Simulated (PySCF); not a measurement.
B(Br)2(NH2) (BBr₂H₂N), SMILES BrB(N)Br.

Geometry: B3LYP-D3(BJ)/def2-SVP. The values are those of a single conformer.

Level of theory: B3LYP-D3(BJ)/def2-SVP (PySCF).

Frequencies are harmonic and unscaled.

```
mode  ν (cm⁻¹)  IR (km/mol)  moving atoms (share of kinetic energy)
----  --------  -----------  --------------------------------------
1          166          0.2                                 Br 86 %
2          280          0.4                 N 52 %, H 26 %, Br 22 %
3          427         16.8                          B 75 %, H 22 %
4          429         11.0                 N 42 %, Br 28 %, B 23 %
5          548        158.5                  H 61 %, N 25 %, B 14 %
6          566          0.0                                 H 100 %
7          697        102.7                          B 53 %, H 34 %
8         1029        246.2                  H 45 %, B 40 %, N 15 %
9         1353        111.5                  B 57 %, H 27 %, N 16 %
10        1582        199.0                   H 69 %, N 23 %, B 8 %
11        3586         70.3                                  H 96 %
12        3692         46.6                           H 91 %, N 9 %
```
